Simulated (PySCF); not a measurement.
This PySCF input asks for the NMR shieldings of SMILES [SiH2]1CC[C@@H](OCC)O1, C5H12O2Si; the geometry comes from GFN2-xTB.

```python
import basis_set_exchange as bse
import numpy as np
from pyscf import gto, dft
from pyscf.prop import nmr

atoms = """
C     2.836264    0.962531    0.299597
C     1.858950   -0.181208    0.508055
O     0.773255   -0.015168   -0.388266
C    -0.224128   -0.974415   -0.257737
C    -1.292406   -0.685508   -1.315047
C    -2.138629    0.471017   -0.781409
Si   -2.010591    0.207804    1.102122
O    -0.823423   -0.922036    1.006122
H     3.201196    0.957122   -0.723722
H     3.676260    0.858432    0.980693
H     2.339598    1.910763    0.484120
H     1.485024   -0.189017    1.540081
H     2.344982   -1.149838    0.311397
H     0.206054   -1.988006   -0.358095
H    -0.808904   -0.454334   -2.263011
H    -1.903382   -1.580907   -1.432168
H    -3.145211    0.440642   -1.191544
H    -1.693213    1.420216   -1.075303
H    -1.554930    1.397559    1.816802
H    -3.131914   -0.474969    1.734276
"""
names = dict.fromkeys(["C", "O", "Si", "H"], "pcSseg-1")
basis = {el: gto.basis.parse(bse.get_basis(n, elements=[el], fmt="nwchem")) for el, n in names.items()}
mol = gto.M(atom=atoms, basis=basis, charge=0, verbose=0)
mf = dft.RKS(mol, xc="PBE0")
mf.grids.level = 2
mf.grids.alignment = dft.numint.BLKSIZE   # the property module wants whole blocks of grid points
mf.conv_tol = 1e-9
mf.kernel()

calc = nmr.RKS(mf)   # GIAO
C = mf.mo_coeff
Co = C[:, mf.mo_occ > 0]
resp = mf.gen_response(singlet=True, hermi=2)
def vind(x):   # induced exchange potential for any number of trial vectors
    d = np.einsum("pi,xij,qj->xpq", C, 2 * x.reshape(-1, C.shape[1], Co.shape[1]), Co, optimize=True)
    return np.einsum("xpq,pi,qj->xij", resp(d - d.transpose(0, 2, 1)), C, Co, optimize=True).ravel()
mo1, _ = nmr.rhf.solve_mo1(calc, with_cphf=vind)
sigma = calc.kernel(mo1)
for i, s in enumerate(sigma):   # ppm
    print("%2d %-2s %9.2f" % (i, mol.atom_pure_symbol(i), np.trace(s) / 3))
```

Task: What are the results?

Result: 
```
 0 C     169.47
 1 C     121.21
 2 O     226.89
 3 C      79.75
 4 C     151.47
 5 C     178.96
 6 Si    349.60
 7 O     255.66
 8 H      30.30
 9 H      30.68
10 H      30.39
11 H      27.59
12 H      28.36
13 H      26.30
14 H      29.56
15 H      30.11
16 H      30.86
17 H      30.30
18 H      26.66
19 H      26.76
```

These numbers come from an equivalent density-fitted implementation of the same equations, which agrees with the script to about 0.01 ppm for H and up to a few tenths of a ppm for heavy atoms, so last digits may differ.

Task: Turn these shieldings into chemical shifts. References, each an isolated molecule treated in the same way: 13C (186.93 ppm) and 29Si (349.16 ppm) and 1H (31.72 ppm) against TMS; 17O (336.08 ppm) vs H2O.

Result: Averaging equivalent atoms: C 3: 107.2; C 1: 65.7; C 4: 35.5; C 0: 17.5; C 5: 8.0; O 2: 109.2; O 7: 80.4; Si 6: -0.4; H 13: 5.42; H 18: 5.05; H 19: 4.96; H 11: 4.13; H 12: 3.35; H 14: 2.16; H 15: 1.61; H 17: 1.42; H 8/9/10: 1.26; H 16: 0.85 ppm. Experimental scales use liquid or dissolved standards, which lie at an offset from isolated H2O (liquid H2O: subtract about 36 ppm).

Size and cost of the density-fitted run: 203 basis functions, 56 s wall time on 1 thread of an Intel Xeon, shared host; peak memory 0.92 GiB.
